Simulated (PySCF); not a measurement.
**Radial density of N (nitrogen, neutral)**

B3LYP, [He] 2s1 2p4, high-spin 4P determinant (an excited configuration). All numbers are calculated (PySCF 2.14, no relativity, point nucleus, in aug-cc-pVTZ (5s4p3d2f, 46 functions)).

```csv
r (bohr),4πr²ρ (e/bohr),4πr²(ρα − ρβ)
0.00424,0.04253,0.0011
0.00713,0.1161,0.0030
0.0120,0.3058,0.0078
0.0202,0.7732,0.0197
0.0339,1.805,0.0459
0.0571,3.715,0.0934
0.0960,6.166,0.1518
0.161,7.242,0.1829
0.272,5.040,0.2501
0.457,2.571,0.8472
0.768,3.077,2.0049
1.29,2.882,1.8816
2.17,1.052,0.5514
3.66,0.1324,0.0290
6.15,0.003330,-0.0015
10.3,1.949e-05,0.0000
```
